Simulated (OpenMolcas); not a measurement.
**Mn2+: ligand-field states by method**

Mn2+ with its 6 nearest fluoride ions at 2.183 Å, on the Ca site of CsCaF3 (a = 4.526 Å, distance in the model lattice 2.263 Å). The rest of the host is ab initio model potentials to 7.6 Å, with orthogonalisation functions on the cations behind the ligands, and point charges beyond; the distance is set by hand and nothing relaxes. Ligand basis ANO-RCC-VDZP.
```
Mn    0.0000    0.0000    0.0000
F     2.1830    0.0000    0.0000
F     0.0000    2.1830    0.0000
F    -2.1830    0.0000    0.0000
F     0.0000   -2.1830    0.0000
F     0.0000    0.0000    2.1830
F     0.0000    0.0000   -2.1830
```

```
Program             : OpenMolcas 26.06
Basis               : ANO-RCC-VDZP [5s4p2d1f]
Scalar Hamiltonian  : DKH2, point nucleus
Active space        : 5 electrons in 5 orbitals (3d)
State averaging     : 2S+1 = 6 even, 1 root; 2S+1 = 4 even, 24 roots; 2S+1 = 2 even, 75 roots
Spin-orbit coupling : state interaction with AMFI integrals over the reference wave functions
```

I. CASSCF
II. SS-CASPT2, IPEA 0.25 Eh, imaginary shift 0.1 Eh (closed shells correlated: 3s 3p and the ligand valence shells)

Spin-free states (labels of O, the rotations of Oh) in cm-1, each column counted from its own energy of the first state listed:

```csv
State,Degeneracy,I,II
6A1,1,0,0
4T1,3,27696,24030
4T2,3,30589,26520
4E,2,31497,27870
4A1,1,31582,28150
4T2,3,37752,31750
2T2,3,38752,33520
4E,2,39308,33600
4T1,3,39853,36660
2A2,1,41574,36170
2T1,3,41991,37330
2T2,3,42760,37680
2E,2,43727,39000
2A1,1,44790,40650
2T2,3,47581,41070
2E,2,48560,40870
2T1,3,50277,42470
2T2,3,52703,45720
4T1,3,52771,46000
4A2,1,53424,46150
```

From I to II, I's first state of another spin (4T1) moves from 27696 to 24030 cm-1, by about -3700 cm-1.

I: A least-squares ligand-field fit to the states below 45000 cm-1, each weighted by its degeneracy and with a free common offset, gives 10Dq = 6192 cm-1, B = 1095 cm-1 and C = 4083 cm-1 (C/B = 3.73), with an rms deviation of 95 cm-1. The same method and metal basis give the free ion B = 1108 cm-1 (fit to its terms below 60000 cm-1, rms deviation 53 cm-1), so the nephelauxetic ratio is β = 1095 / 1108 = 0.99; it hangs on how both fits weigh the states, and computed free-ion B values tend to be too large, so β mixes covalency with correlation.

χT at 300 K: I 4.39, II 4.39 cm3 K/mol.

Roots that are degenerate in the reference are averaged as groups; the widest CASPT2 spread within a group is 100 cm-1 (the 2-fold group of multiplicity 2 near 64800 cm-1 above the lowest state of its run, II). Shifts and gaps below about the spread of the groups concerned are not significant. Over all roots computed the reference weight is 0.73 to 0.74 in II; a low but even weight reflects the number of correlated electrons. Ligand-to-metal charge-transfer states are missing. With no ligand orbital active B as a rule stays too high, so bands that hang on it stand too high and its fall with covalency is understated. Without dynamic correlation the repulsion within the d shell is too large (B by tens of per cent), so at a given field states of lower spin stand too high (holds for I). With metal d orbitals alone and no dynamic correlation 10Dq can be off by a tenth to a fifth, either way, in oxide and fluoride hosts (holds for I). These CASPT2 states fit no ligand-field parameters well, so their order and spin gaps are uncertain (holds for II). With one d shell and no ligand orbital active, 10Dq can be off by tens of per cent for divalent 3d ions, low with halides held by bare charges and at times high in hosts (holds for II). Free-ion shares, where given, are those of the reference states; single-state CASPT2 does not remix them (holds for II). No measured value stands beside these numbers; the geometry was set by hand and not optimised.
